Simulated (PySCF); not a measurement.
A calculated (M06-2X, PySCF 2.14, aug-cc-pVTZ-DK, the spin-free X2C one-electron Hamiltonian (Gaussian nucleus)) atom or ion has these occupied shells.

```
shell  electrons  orbital energy (eV)  rms radius, mean of both spins (bohr)
 1s α          1              -421.48                                  0.266
 1s β          1              -418.81                                  0.266
 2s α          1              -40.315                                   1.35
 2p α          3              -26.816                                   1.39
```

Name the element and its charge.

N+ (nitrogen, charge +1), in [He] 2s1 2p3, high-spin 5S determinant (an excited configuration).
